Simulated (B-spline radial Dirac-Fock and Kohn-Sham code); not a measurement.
The L3-M45M45 Auger spectrum of Dy⁷⁺

System: Dy⁷⁺, configuration 1s2 2s2 2p6 3s2 3p6 3d10 4s2 4p6 4d10 4f9 5s2 5p2.

These are calculated numbers from a radial finite-basis atomic code; the model is relaxed Dirac-Fock hole states (ΔSCF) with Breit and QED corrections and a finite nucleus. The two-hole levels come from diagonalising the Coulomb interaction among the jj configurations; intensities are independent-particle Coulomb rates. Kinetic energies are from the vacuum level. The model has no electron correlation. Open outer shells are spectators and are not coupled to the holes.

| kinetic energy (eV) | J | leading jj holes (weight) | leading LS term (weight) |
| --- | --- | --- | --- |
| 4930.4 | 0 | M4M4 (0.97) | ¹S0 (0.58) |
| 4951.4 | 2 | M4M4 (0.98) | ³F2 (0.54) |
| 4978.5 | 4 | M4M5 (0.98) | ¹G4 (0.89) |
| 4979.9 | 1 | M4M5 (1.00) | ³P1 (1.00) |
| 4983.9 | 2 | M4M5 (0.98) | ³P2 (0.52) |
| 4991.7 | 3 | M4M5 (1.00) | ³F3 (1.00) |
| 5002.6 | 0 | M5M5 (0.97) | ³P0 (0.58) |
| 5018.1 | 2 | M5M5 (0.99) | ¹D2 (0.50) |
| 5025.6 | 4 | M5M5 (0.98) | ³F4 (0.89) |

The intensity is shared as follows: 4978.5 eV 50.3 %, 5025.6 eV 22.3 %, 5018.1 eV 8.7 %, 4991.7 eV 7.7 %, 4983.9 eV 5.5 %, 4951.4 eV 2.9 %, 5002.6 eV 1.3 %, 4930.4 eV 0.7 %, 4979.9 eV 0.6 %.

The strongest line, by its leading LS label ¹G4, lies at 4978.5 eV. The mean weight of the leading component is 0.98 in jj and 0.72 in LS coupling, so jj labels describe these levels better.

Run: 64 s of CPU time on 1 thread of Neoverse-N1 (shared host), peak memory 0.51 GiB.
